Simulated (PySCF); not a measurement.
Species: C6H11S (doublet state).
Cartesian coordinates in Å at the GFN2-xTB level; atoms count from 1:
```
atom  x, y, z in Å
C1    -2.2985   -1.2377   -0.3314
C2    -1.2460   -0.2604   -0.6633
C3    -0.1063    0.0496    0.2344
C4    -0.0805    1.5506    0.5859
C5     1.1988   -0.3777   -0.3940
C6     2.4759    0.0372    0.2496
S7     1.1946   -1.2612   -1.7611
H8    -3.2233   -0.7368   -0.0161
H9    -1.9866   -1.9001    0.4742
H10   -2.5567   -1.8384   -1.2052
H11   -1.3180    0.2882   -1.5863
H12   -0.2101   -0.5170    1.1703
H13    0.1094    2.1394   -0.3082
H14    0.6845    1.7699    1.3255
H15   -1.0463    1.8425    0.9906
H16    3.3031   -0.5434   -0.1515
H17    2.6694    1.0912    0.0442
H18    2.4278   -0.0896    1.3308
```

The hyperfine couplings belong to this conformer and change with its torsions.

The species is `C[CH][C@H](C)C(C)=S` [radical].

Theory: UKS B3LYP, pcH-1 on C H S, non-relativistic, mean-field spin-orbit, GIAO in PySCF 2.14.0. One conformer (not necessarily the lowest) at the GFN2-xTB geometry, without solvent, vibrations or thermal averaging. GFN2-xTB frequencies show an imaginary mode (39i cm⁻¹), so this geometry is no minimum at that level. The geometry wasn't refined by DFT: couplings that depend on bond lengths, twists or pyramidal angles can differ widely from those at the functional's own minimum. No stability test was run, so a lower SCF solution isn't excluded.

Give the principal g shifts and their parts.

```
                    Δg (ppm)      1     2     3
relativistic mass correction   -156  -156  -156
            gauge correction     15    38    36
   orbital Zeeman/spin–orbit  -2248   298  1432
                       total  -2389   180  1312
```

So g = 1.99993, 2.00250, 2.00363 and g_iso = 2.00202; the tensor is rhombic: the two nearest values differ by 31 % of g3 − g1. 

Average each term over the three axes. Which is largest in size?

The orbital-Zeeman/spin–orbit term -173, the mass correction -156 and the gauge correction 30 ppm, for a total of -299 ppm. The mass correction is the same along every axis, so the anisotropy comes from the other two: their spans along these axes are 22 (gauge) and 3680 ppm (orbital Zeeman/spin–orbit).

At 9.33 GHz, how far is the centre of the isotropic spectrum from where a free electron (g = 2.002319) resonates?

B = hν/(g μB) with μB/h = 13.99624 MHz/mT gives 332.92 mT for the free electron and 332.97 mT at g_iso, 0.05 mT higher.

What effective moment and Curie constant follow for a powder?

With the mean of g² = 4.0081 and S(S+1) = 0.75: μ_eff = √(⟨g²⟩S(S+1)) = 1.734 μB and χT = 0.12505·⟨g²⟩·S(S+1) = 0.376 cm³ K/mol (cgs; spin-Hamiltonian part alone).

In a frozen sample, at which fields do the three g values resonate at 9.5, 34, 94 and 263 GHz (hyperfine left aside), and which band first spreads them over more than twice a line width of 0.3 mT?

```
band    GHz  B(g3) mT  B(g2) mT  B(g1) mT  spread mT
   X    9.5    338.76    338.95    339.39       0.63
   Q   34.0   1212.41   1213.10   1214.65       2.24
   W   94.0   3351.96   3353.85   3358.16       6.20
   J  263.0   9378.35   9383.65   9395.70      17.36
```

The spread grows in proportion to the frequency. X band is the first where it exceeds 0.6 mT.

Largest spin populations (Mulliken): C2 (+1.01), C1 (-0.09) and C3 (-0.06). C2 is the only atom above +0.15. The angles at C2 add up to 360.0°, so it is planar; its axial dipolar tensor and the negative coupling of its proton fit spin in a p orbital normal to that plane.

The HOMO–LUMO gaps are 2.81 eV among the α and 3.94 eV among the β orbitals.
